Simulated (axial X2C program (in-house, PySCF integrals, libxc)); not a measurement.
## Curves of HPtH from open-shell CI on d8 s0

Computed with an axial X2C code built on PySCF integrals: two-component X2C with atomic mean-field Coulomb and Gaunt terms, basis H dyall-v4z, Pt dyall-v4z (cores contracted in-house). Orbitals come from Hartree–Fock averaged over the configuration Pt d8 s0; CI then distributes these electrons over the d, s shells of Pt.

Scan along the symmetric stretch (R is each bond); masses H 1.008 u, Pt 194.965 u, H 1.008 u. Energies in cm⁻¹ from the lowest point; levels are followed by energy order within each Ω. Lowest level at 1.685 Å: 100% d8.

```csv
R (Å),(1)Ω=3,(1)Ω=2,(1)Ω=1,(1)Ω=0,(1)Ω=4
1.567,1672,2774,4321,5193,5296
1.626,281,1230,2604,3331,3575
1.685,0,807,2024,2632,3007
1.752,714,1373,2431,2928,3438
1.820,2281,2807,3721,4127,4755
1.896,4757,5151,5925,6251,6989
1.988,8447,8708,9335,9586,10428
```

(1) Fit the curves (1)Ω=3, (1)Ω=2, (1)Ω=1, (1)Ω=0, (1)Ω=4 near their minima.

The 5 lowest curves are shown; the next is (2)Ω=0, from 4994 cm⁻¹.

There is no dynamic correlation: spin–orbit spacings and, for f shells, spacings inside one term are the most reliable numbers, splittings between terms come out too wide, and energies between configurations are not reliable, so the lowest level need not be the ground state of the molecule. For d shells the ligand-field splittings (σ, π, δ) and their order can be off by a thousand cm⁻¹ or more. At most 4 roots were kept for each Ω > 0 (twice that for Ω = 0) within 3.2 eV of the lowest, so higher up levels can be missing between those listed; levels with Ω > 0 are doubly degenerate and listed once, Ω = 0 levels singly. Some active spinors are only partly of the character that their shell is named for, so the shell names and counts are nominal. States that fill the shells left empty in the average are placed too high. The molecule was held linear; bending was not examined.

## Answers

(1) From the open-shell CI curves, Te from the lowest:

```csv
level,Te (cm⁻¹),Re (Å),ωe (cm⁻¹)
(1)Ω=3,0,1.672,2085.4
(1)Ω=2,825,1.682,2058.1
(1)Ω=1,2038,1.692,2031.9
(1)Ω=0,2628,1.699,2024.5
(1)Ω=4,3023,1.690,2046.6
```

Without dynamic correlation distances can be off by several hundredths of an Å (long for ionic bonds, short for multiple bonds) and the wavenumbers are rough.
